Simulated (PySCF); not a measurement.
# Sc⁺: ionisation energy

Sc⁺ [Ar] 3d1 4s1 (3D) → Sc²⁺ [Ar] 3d1 (2D), as a difference of total energies. All numbers are calculated (PySCF 2.14, the spin-free X2C one-electron Hamiltonian (Gaussian nucleus), in cc-pVDZ-DK (6s5p3d1f, 43 functions)). Correlated levels: valence: [Ar] frozen. The calculations carry no spin-orbit coupling.

```csv
method,ionisation energy (eV),difference from reference (eV)
UHF,12.232,-0.568
PBE0,12.954,+0.154
MP2 (valence),12.299,-0.501
SCS-MP2 (valence),12.254,-0.546
```

Reference: 12.800 eV (measured; NIST Atomic Spectra Database, ionization energies).

The reference lies between the lowest fine-structure levels, while these numbers refer to the centres of the terms.

Errors of the correlated levels include the incompleteness of this basis and the frozen core.
